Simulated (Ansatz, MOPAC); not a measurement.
System: C₂H₆GeI₂ (charge 0, singlet). SMILES: [Ge]([I])([CH3])([CH3])[I]

Atoms: C1, Ge2, C3, I4, I5, H6, H7, H8, H9, H10, H11. Bonds: C1-Ge2, C1-H6, C1-H7, C1-H8, Ge2-C3, Ge2-I4, Ge2-I5, C3-H9, C3-H10, C3-H11.

Bond lengths (Å) and angles (degrees) optimised at AM1 with MOPAC; PM3 with MOPAC; PM6 with MOPAC; HF/3-21G with Ansatz (a quantum-chemistry and plane-wave program), each started from the B3LYP-D3(BJ)/def2-TZVP structure (Ansatz) of the last column. A row stands for all coordinates that are equal there; 9 of 11 kinds are shown.

| coordinate | AM1 | PM3 | PM6 | HF/3-21G | B3LYP-D3(BJ)/def2-TZVP |
|---|---|---|---|---|---|
| C1-Ge2 | 2.028 | 1.945 | 1.922 | 1.944 | 1.956 |
| C1-H6 | 1.103 | 1.091 | 1.098 | 1.082 | 1.087 |
| C1-H7 | 1.103 | 1.092 | 1.098 | 1.084 | 1.090 |
| Ge2-I4 | 2.439 | 2.498 | 2.531 | 2.638 | 2.549 |
| C1-Ge2-C3 | 103.2 | 111.7 | 110.9 | 116.8 | 115.2 |
| C1-Ge2-I4 | 109.9 | 109.5 | 109.0 | 107.7 | 108.1 |
| I4-Ge2-I5 | 113.6 | 107.0 | 110.1 | 109.0 | 109.0 |
| Ge2-C1-H6 | 106.5 | 111.0 | 112.4 | 110.6 | 109.6 |
| Ge2-C1-H7 | 106.0 | 109.9 | 111.9 | 110.1 | 109.1 |

Mean signed difference of all 10 bond lengths from B3LYP-D3(BJ)/def2-TZVP: AM1 0.001 Å, PM3 -0.010 Å, PM6 -0.005 Å, HF/3-21G 0.012 Å.
